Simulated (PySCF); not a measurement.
From computed data to an observable: entropy of an ideal gas

BOCl, SMILES O=BCl.

Geometry optimised at PBE-D3(BJ)/def2-TZVP.

PySCF with PBE-D3(BJ)/def2-TZVP gives the harmonic wavenumbers 402, 402, 678, 1955 cm⁻¹ and the rotational temperature 0.2461 K. The molar mass is 62.26 g/mol, the symmetry number 1, the spin multiplicity 1.

**Question.** Work out the entropy at 298.15 K and 1 atm in the rigid-rotor, harmonic-oscillator model.

**Answer.** 
Translation (Sackur–Tetrode at 1 atm): S = R[1.5 ln M + 2.5 ln T − 1.16487] = 160.3 J/(mol K).
Rotation: q = T/(σ θ) = 1210, S = R[ln q + 1] = 67.3 J/(mol K).
Vibration: with u = 1.4388 ν/T, each mode gives R[u/(e^u − 1) − ln(1 − e^−u)]:
```csv
ν (cm⁻¹),modes,u,S (J/(mol K))
402,2,1.94,7.99
678,1,3.27,1.39
1955,1,9.43,0.01
```
These are all the modes. Sum 9.4 J/(mol K).
Spin: R ln 1 = 0.0 J/(mol K).
Total 237.0 J/(mol K); the program's own thermochemistry gives 237.0. Translation makes up 68 % and vibration 4 %. Anharmonicity, hindered rotation and orbital degeneracy are left out.
